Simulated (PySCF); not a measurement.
# Bonding in `CCCPCCP`

Compound: C5H14P2.
Atom-mapped SMILES: `[CH3:1][CH2:2][CH2:3][PH:4][CH2:5][CH2:6][PH2:7]` (hydrogens: H8, H9, H10 on C1; H11, H12 on C2; H13, H14 on C3; H15 on P4; H16, H17 on C5; H18, H19 on C6; H20, H21 on P7)

Structure used (GFN2-xTB), in Å, numbered top down from 1:
```xyz
21
C5H14P2 angstrom
C     -2.4525    1.2721    0.2226
C     -2.1884   -0.2229    0.3319
C     -1.3297   -0.7336   -0.8218
P      0.3204    0.1287   -0.9390
C      1.1611   -0.6689    0.5203
C      2.6799   -0.5990    0.4356
P      3.3969    1.1136    0.3479
H     -1.5101    1.8194    0.2298
H     -2.9714    1.5012   -0.7058
H     -3.0606    1.6179    1.0552
H     -1.6905   -0.4361    1.2813
H     -3.1385   -0.7644    0.3322
H     -1.1740   -1.8131   -0.7311
H     -1.8411   -0.5439   -1.7705
H      0.8393   -0.7768   -1.8804
H      0.8192   -0.1458    1.4200
H      0.8408   -1.7142    0.5960
H      3.0390   -1.1376   -0.4479
H      3.1234   -1.0866    1.3119
H      2.5022    1.6799    1.2572
H      2.6260    1.5271   -0.7365
```

Bond orders from the PBE0/pcSseg-1 density (PySCF). The structure is a single GFN2-xTB conformer in the gas phase; no vibrational or solvent corrections.

Problem. Where do the orders between heavy atoms depart from those drawn in the SMILES?

Solution. The largest departure is 0.049, at C1–C2 (drawn single, 1.049) and P4–C5 (drawn single, 0.954).

Problem. Give the Mayer order of every bond between heavy atoms, beside its length.

Solution. 
```tsv
bond	drawn as	length (Å)	Mayer order
C1–C2	single	1.522	1.049
C2–C3	single	1.526	1.027
C3–P4	single	1.865	0.983
P4–C5	single	1.863	0.954
C5–C6	single	1.523	1.025
C6–P7	single	1.859	0.990
```

By pair of heavy elements: C–C: lowest C5–C6 and C2–C3 (1.025, 1.523 Å), highest C1–C2 (1.049, 1.522 Å). C–P: lowest P4–C5 (0.954, 1.863 Å), highest C6–P7 (0.990, 1.859 Å). Bonds named together lie within 0.004.

Problem. And the bonds to hydrogen?

Solution. C–H: 0.93 to 0.97 (11 bonds); H–P: 0.93 to 0.95 (3 bonds).

Problem. Sum the orders of all bonds at each heavy atom with more than one neighbour and set the sums beside the valence in the SMILES.

Solution. C1 3.940 (drawn 4), C2 3.980 (drawn 4), C3 3.898 (drawn 4), P4 2.868 (drawn 3), C5 3.842 (drawn 4), C6 3.899 (drawn 4), P7 2.872 (drawn 3). Orders between atoms that aren't bonded are not in these sums.

For a closed shell the Mayer order of atoms A and B is Σ (PS)μν (PS)νμ over the basis functions μ on A and ν on B, with P the density and S the overlap matrix.
